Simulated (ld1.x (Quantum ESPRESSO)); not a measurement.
# scandium: excitation energies, all-electron against TM

ld1.x (Quantum ESPRESSO) 7.5 input, shortened:

```
&input
   title='Sc', zed=21., rel=1, dft='PBESOL', iswitch=3,
   config='[Ar] 3d1 4s2 4p0 4f-2'
 /
 &inputp
   pseudotype=2, tm=.true., lloc=0,
   nlcc=.false.
 /
4
4P  2  1   0.00   0.00  2.80  2.80  0.0
3D  3  2   1.00   0.00  2.25  2.25  0.0
4F  4  3  -2.00   0.05  2.95  2.95  0.0
4S  1  0   2.00   0.00  2.75  2.75  0.0
 &test
   configts(1)='3d1 4s2 4p0'
 /
```

Energies are relative to the spin-unpolarised reference configuration 3d1 4s2 4p0; without spin polarisation the order of configurations can differ from experiment.

| valence configuration | charge | ΔE all-electron (eV) | error AE − PS (meV) |
| --- | --- | --- | --- |
| 3d1 4s1 4p0 | +1 | 6.903 | -7.4 |
| 3d1 4s0 4p0 | +2 | 19.554 | +107 |
| 3d2 4s1 4p0 | 0 | 1.664 | +14 |
| 3d1 4s1 4p1 | 0 | 2.791 | +3.3 |
| 3d2 4s0 4p0 | +1 | 7.537 | +59 |

Question: What are ΔE and the potential's error for 3d1 4s1.5 4p0?

Answer: ΔE = 2.758 eV all-electron; the error (AE − PS) is -1.7 meV.

Question: What are ΔE and the potential's error for 3d1.5 4s1.5 4p0?

Answer: ΔE = 0.677 eV all-electron; the error (AE − PS) is +12 meV.

ld1.x printed “convergence not achieved” for 5 of the counted tests; their residual had stalled under 1e-8, short of the target of 1e-14.
